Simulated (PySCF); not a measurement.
Species: C5H11NO2Si.
Cartesian coordinates in Å at the PBE0-D3(BJ)/def2-SVP level; atoms count from 1:
```xyz
20
C5H11NO2Si angstrom
C      3.2025   -0.1073    0.7228
C      1.9120    0.6624    0.7202
O      1.4125    1.0898    1.7396
Si     0.9574    0.9364   -0.9533
C     -0.4262   -0.4133   -1.0684
O     -0.2464   -1.3012   -1.8878
N     -1.5202   -0.3532   -0.2604
C     -2.5676   -1.3323   -0.4236
C     -1.7295    0.6725    0.7286
H      3.9401    0.3872    0.0700
H      3.0313   -1.1100    0.2957
H      3.5943   -0.1935    1.7460
H      0.4439    2.3392   -0.9367
H      1.8357    0.7127   -2.1340
H     -2.7110   -1.9134    0.5031
H     -2.2781   -2.0104   -1.2355
H     -3.5239   -0.8430   -0.6757
H     -2.0701    0.2159    1.6721
H     -2.4929    1.4043    0.4091
H     -0.7953    1.2021    0.9618
```

The closed-shell ground state was solved at several levels (PySCF, density fitting, gas phase, non-relativistic).

| level | basis functions | total energy (Eh) | HOMO (eV) | LUMO (eV) | gap (eV) | dipole (D) |
| --- | --- | --- | --- | --- | --- | --- |
| PBE/pcSseg-1 | 215 | -691.1649 | -5.34 | -2.40 | 2.94 | 1.27 |
| PBE0/pcSseg-1 | 215 | -691.2033 | -6.80 | -1.39 | 5.41 | 1.24 |

Estimate the row for CAM-B3LYP/def2-SVPD, a basis of 278 functions; the other rows only guide the guess.

Total energy -691.2946 Eh, HOMO -8.26 eV, LUMO -0.33 eV, gap 7.93 eV, dipole 1.22 D.

Over all these levels, which gives the widest orbital gap and which the narrowest?

CAM-B3LYP/def2-SVPD (range-separated hybrid) has the widest, 7.93 eV, and PBE/pcSseg-1 (GGA) the narrowest, 2.94 eV. Functional and basis both differ between the two, so the spread mixes both effects.

How far do the dipole and the HOMO energy spread over the levels?

The dipole runs from 1.22 to 1.27 D (mean 1.24 D) and the HOMO from -8.26 to -5.34 eV.

One conformer stands for the species.
